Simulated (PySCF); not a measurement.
Mapped SMILES: `[H]/[N:1]=[CH:2]\[SiH2:3][C:4]#[C:5][SiH3:6]` (H(Xn): hydrogen on atom n).

[PySCF: shielding tensors at PBE0/pcSseg-1 (GIAO); geometry from GFN2-xTB; fast rotation and ring inversion assumed for equivalent nuclei; a single conformation; no relativistic terms; in vacuum]

References, each an isolated molecule treated in the same way: TMS for $^{13}$C (186.93 ppm), $^{1}$H (31.72 ppm), $^{29}$Si (349.16 ppm); $^{15}$N (267.73 ppm) against NH3.

```json
{"atoms": "Si3", "nucleus": "$^{29}$Si", "count": "1", "δ (ppm)": "?"}
{"atoms": "C4", "nucleus": "$^{13}$C", "count": "1", "δ (ppm)": "112.5"}
{"atoms": "Si6", "nucleus": "$^{29}$Si", "count": "1", "δ (ppm)": "-99.2"}
{"atoms": "C5", "nucleus": "$^{13}$C", "count": "1", "δ (ppm)": "118.8"}
{"atoms": "H(Si6)", "nucleus": "$^{1}$H", "count": "3", "δ (ppm)": "4.32"}
{"atoms": "H(Si3)", "nucleus": "$^{1}$H", "count": "2", "δ (ppm)": "?"}
{"atoms": "H(C2)", "nucleus": "$^{1}$H", "count": "1", "δ (ppm)": "9.15"}
{"atoms": "C2", "nucleus": "$^{13}$C", "count": "1", "δ (ppm)": "184.0"}
{"atoms": "N1", "nucleus": "$^{15}$N", "count": "1", "δ (ppm)": "?"}
{"atoms": "H(N1)", "nucleus": "$^{1}$H", "count": "1", "δ (ppm)": "14.24"}
```

Problem. Estimate the values marked ?.

Solution. 
- H(Si3): 4.58 ppm, hydrogen on a silicon bonded to 2 C
- N1: 457.0 ppm, imine nitrogen
- Si3: -79.8 ppm, silicon bonded to 2 C, 2 H

OH and NH positions are those of a molecule without intermolecular hydrogen bonds; in solution they move with solvent, concentration and temperature, and exchange usually removes their couplings. Shifts are as computed. Against solution values, carbons near 30 ppm lie about +3 ppm off and those near 130 ppm about +5 ppm. Of 1211 compounds with measured shifts, 218 miss one by over three times the rms of a fit or turn the order of signals round; such compounds aren't used in these exercises. Experimental scales use liquid or dissolved standards, which lie at an offset from isolated NH3 (liquid NH3: subtract about 20 ppm). Unscaled 15N shifts of sp2 nitrogen come out 20 to 40 ppm too high even then.
